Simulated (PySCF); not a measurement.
Delta-SCF ions had no search for a lower state. Excitations are Tamm–Dancoff values on a coarser integration grid. The basis has no diffuse functions, so Rydberg states are missing or too high.

**H3BO2, SMILES `OBO` (H–O–B–O torsion 0°, O–B–O–H torsion 180°) (charge 0, multiplicity 1)**

Method: PBE0-D4/def2-TZVP in PySCF 2.14.0.

```
Item                                                     Result
--------------------------------------  -----------------------
HOMO                                                   -9.41 eV
dipole moment                                            1.56 D
HOMO–LUMO gap                                          10.33 eV
LUMO                                                    0.93 eV
S1 excitation (TDA)                                     8.72 eV
S1 oscillator strength                                    0.001
T1 excitation (TDA)                                     7.78 eV
S1–T1 gap (TDA)                                         0.94 eV
vertical ionisation energy (Delta-SCF)                 12.08 eV
total energy                                       -177.0842 Ha
cost                                    roughly 40 core-seconds
```

```xyz
6

O      1.3518     0.1532     0.0978
B      0.0187     0.3525    -0.0216
O     -0.8206    -0.7222    -0.0182
H      1.5761    -0.7796     0.1767
H     -0.3823     1.4765    -0.1271
H     -1.7436    -0.4803    -0.1076
```
